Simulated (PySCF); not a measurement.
Correlation energy of O²⁺ (oxygen, charge +2)

[He] 2s2 2p2, high-spin 3P determinant. Calculation: PySCF 2.14, in cc-pVDZ (3s2p1d, 14 functions); no relativity, point nucleus. Frozen: 1s2; 4 electrons correlated.

MP2 pair energies summed by pair of shells (mhartree):

```
 pair  energy  share (%)
2s-2p  -32.12       57.8
2s-2s  -18.77       33.8
2p-2p   -4.66        8.4
```

Total MP2 correlation energy: -55.55 mhartree.

Same-spin part -7.79 and opposite-spin part -47.76 mhartree; SCS-MP2 scales them by 1/3 and 6/5 to -59.91 mhartree.

| level | correlation energy (mhartree) |
| --- | --- |
| CCSD | -77.83 |
| (T) | -0.60 |
| CCSD(T) | -78.43 |

Diagnostics: T1 = 0.0044, D1 = 0.0083, largest double amplitude 0.124.

Is a single reference adequate?

Mostly. T1 lies below 0.03, but a double amplitude of this size points to a near-degeneracy that CCSD handles and MP2 describes poorly.
